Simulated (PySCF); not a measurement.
CdS, SMILES [Cd]=[S]. Atoms are numbered in the order given.

```xyz
2

Cd     0.0000     0.0000    -0.5575
S      0.0000     0.0000     1.6724
```

The structure is a stationary point at r2SCAN-D4/def2-TZVPD. The def2 effective core potentials stand for the cores of Cd; spin–orbit coupling is left out.

Method: r2SCAN-D4/def2-TZVPD in PySCF 2.14.0.

Frequencies are harmonic and unscaled.

Task: Estimate the vibrational spectrum. (Estimate from the structure and the level; the computed values follow.)

Result: 
```json
[
 {"mode": "1", "ν (cm⁻¹)": "394", "IR (km/mol)": "6.2", "Raman (Å⁴/amu)": "35.6", "depolarisation": "0.06", "moving atoms (share of kinetic energy)": "S 78 %, Cd 22 %"}
]
```
